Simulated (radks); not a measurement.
The numbers below are computed, except where a source is named.
Trend from Co3+ to Ir3+: ionisation energy by Delta-SCF between NIST ground configurations, and size. Level of theory: scalar-relativistic Kohn-Sham, SCAN, spin-polarised, spherical densities, finite nucleus; open shells are filled with parallel spins first (spin-orbit coupling, left out, can overturn this in heavy ions); meta-GGA in the generalised Kohn-Sham scheme; Fermi nuclear charge, rms radius of each element as measured or else 0.836 A^(1/3) + 0.57 fm (a radial shooting solver on a logarithmic mesh with Libxc functionals).

Co3+: configuration [Ar] 3d6; configuration of the ion [Ar] 3d5; IE (eV) 50.665; NIST (eV) 51.3; kind semi-emp.; outermost 3d; <r> outermost (bohr) 0.963
Rh3+: configuration [Kr] 4d6; configuration of the ion [Kr] 4d5; IE (eV) 43.730; NIST (eV) 42; kind theory; outermost 4d; <r> outermost (bohr) 1.38
Ir3+: configuration [Xe] 4f14 5d6; configuration of the ion [Xe] 4f14 5d5; IE (eV) 40.824; NIST (eV) 40; kind theory; outermost 5d; <r> outermost (bohr) 1.55

Reference values: NIST Atomic Spectra Database (exp. = measured, semi-emp. = semi-empirical, theory = theoretical value adopted there). Open shells are spherical and high-spin; term and fine-structure splittings are not resolved. Spin-orbit splitting is averaged out at the scalar-relativistic level.
